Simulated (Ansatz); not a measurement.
Relaxation of CH7BFOP (12 atoms, charge 0, multiplicity 1), to a largest force component of 0.03 eV/Å in at most 50 steps.

These are results of RHF/6-31G* in Ansatz 0.2.0, not measurements.

```xyz
12
Properties=species:S:1:pos:R:3
B 0.169 0.508 -0.162
O -0.573 -0.310 2.204
H -1.401 -0.617 2.553
F 1.161 -0.363 -0.230
C -1.201 0.173 -0.869
H -1.454 -0.876 -0.753
H -2.032 0.771 -0.507
H -1.108 0.366 -1.938
P 0.530 2.195 0.702
H 1.864 2.405 0.327
H -0.056 3.073 -0.225
H -0.451 0.593 2.540
```

**Question.** Where does it end, and by what steps?

**Answer.** It converged. After 9 steps the energy has fallen by 0.070 eV; H12 moved furthest, 0.40 Å.

```json
{"step": "0", "energy less start (eV)": "0.0000", "largest force component (eV/Å)": "1.214", "accepted": "yes"}
{"step": "1", "energy less start (eV)": "-0.0440", "largest force component (eV/Å)": "0.936", "accepted": "yes"}
{"step": "2", "energy less start (eV)": "-0.0282", "largest force component (eV/Å)": "0.642", "accepted": "no"}
{"step": "3", "energy less start (eV)": "-0.0633", "largest force component (eV/Å)": "0.344", "accepted": "yes"}
{"step": "4", "energy less start (eV)": "-0.0662", "largest force component (eV/Å)": "0.290", "accepted": "yes"}
{"step": "5", "energy less start (eV)": "-0.0670", "largest force component (eV/Å)": "0.133", "accepted": "yes"}
{"step": "6", "energy less start (eV)": "-0.0685", "largest force component (eV/Å)": "0.135", "accepted": "yes"}
{"step": "7", "energy less start (eV)": "-0.0698", "largest force component (eV/Å)": "0.076", "accepted": "yes"}
{"step": "8", "energy less start (eV)": "-0.0701", "largest force component (eV/Å)": "0.036", "accepted": "yes"}
{"step": "9", "energy less start (eV)": "-0.0702", "largest force component (eV/Å)": "0.021", "accepted": "yes"}
```

```xyz
12
Properties=species:S:1:pos:R:3
B 0.196 0.544 -0.173
O -0.692 -0.303 2.246
H -1.480 -0.740 2.539
F 1.170 -0.351 -0.185
C -1.175 0.194 -0.865
H -1.416 -0.858 -0.748
H -2.005 0.787 -0.495
H -1.091 0.390 -1.935
P 0.622 2.284 0.607
H 1.905 2.469 0.072
H -0.064 3.114 -0.292
H -0.521 0.388 2.873
```

Run time: 30 s on 1 thread of Arm Neoverse V2, on a shared host, peak memory 0.17 GiB.
